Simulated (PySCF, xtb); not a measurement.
**CH6BSb: which of two structures lies lower**

Structure I is `C[BH][SbH2]`, a singlet and structure II is a singlet given by its coordinates. Both are isolated molecules in the gas phase, relaxed with PBE0-D4/def2-SVP; the shapes shown needn't be the lowest conformers.

I (Å):

| atom | x (Å) | y (Å) | z (Å) |
| --- | --- | --- | --- |
| C | -1.2836 | 1.3576 | 0.4561 |
| B | -1.0690 | -0.0851 | -0.0863 |
| Sb | -1.0828 | -0.6183 | -2.2556 |
| H | -1.5719 | 2.1237 | -0.2771 |
| H | -1.9710 | 1.3836 | 1.3183 |
| H | -0.2970 | 1.6512 | 0.8702 |
| H | -0.9419 | -1.0042 | 0.6936 |
| H | 0.3237 | -1.5886 | -2.1701 |
| H | -0.2287 | 0.7787 | -2.7590 |

II (Å):

```xyz
9

C    -0.5037    0.4198    0.1567
B    -1.7512    1.2779    0.2656
Sb   -1.2214    0.0705   -1.9991
H    -2.8121    0.7838    0.5855
H    -1.7216    2.4489   -0.0506
H     0.4868    0.8770    0.0511
H    -0.4670   -0.5796    0.6052
H    -0.9096   -1.6029   -1.8186
H     0.3628    0.3841   -2.5668
```

Close contacts (Å): C1–B2 1.52, C1–Sb3 2.30, B2–Sb3 2.62, C1–H6 1.10, C1–H7 1.10, B2–H4 1.21, B2–H5 1.21, Sb3–H8 1.71, Sb3–H9 1.71.

Question: Estimate E(II) − E(I) at the level CCSD(T)/def2-SVP + ΔMP2/def2-TZVPP.

Answer: Calculated at CCSD(T)/def2-SVP + ΔMP2/def2-TZVPP: E(II) − E(I) = +13.5 kJ/mol, so structure I lies lower.

How the difference moves with the method:

| level | geometry | E(II) − E(I) (kJ/mol) | departure from the last row (kJ/mol) | job, with rough time for the two |
| --- | --- | --- | --- | --- |
| PBE0-D4/def2-SVP | PBE0-D4/def2-SVP | +28.3 | +14.8 | optimisation, 4.8 min |
| HF/def2-SVP | PBE0-D4/def2-SVP | +43.3 | +29.8 | part of the CCSD(T) run |
| MP2/def2-SVP | PBE0-D4/def2-SVP | +23.1 | +9.6 | part of the CCSD(T) run |
| CCSD(T)/def2-SVP | PBE0-D4/def2-SVP | +25.7 | +12.2 | single point |
| CCSD(T)/def2-SVP + ΔMP2/def2-TZVPP | PBE0-D4/def2-SVP | +13.5 |  | single point, 84 s |

The levels shown agree on the order. The largest departure from CCSD(T)/def2-SVP + ΔMP2/def2-TZVPP is that of HF/def2-SVP, 29.8 kJ/mol. No reliable frequencies are at hand for II, so it isn't confirmed as a minimum. Levels run at GFN2-xTB geometries aren't shown. The last row adds to CCSD(T) the change of the MP2 difference between the two basis sets, here −12.2 kJ/mol.

The correlated steps freeze 6 core orbitals; the filled d shell of Sb is correlated, in a basis made for valence electrons. Atoms past krypton carry core potentials in the def2 sets and no spin–orbit term is included. Programs: PySCF 2.14.0, xtb 6.7.1; the last row on 2 threads of Arm Neoverse V1 on a shared host.
